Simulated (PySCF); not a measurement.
A structure optimised at B3LYP-D3(BJ)/def2-SVP, used in a PySCF frequency run:

```
Ge
H 1 1.5430
H 1 1.5430 2 108.27
H 1 1.5430 2 108.27 3 -117.17
Cd 1 2.5176 2 110.65 3 121.42
F 5 1.9536 2 154.75 1 180.00
```
Charge 0, spin multiplicity 1.

Question: Write its SMILES, formula and point group.

Answer: [F][Cd][GeH3], CdFGeH3, C3v

Question: What are its rotational constants (standard atomic weights)?

Answer: 80.168, 1.1272, 1.1272 GHz
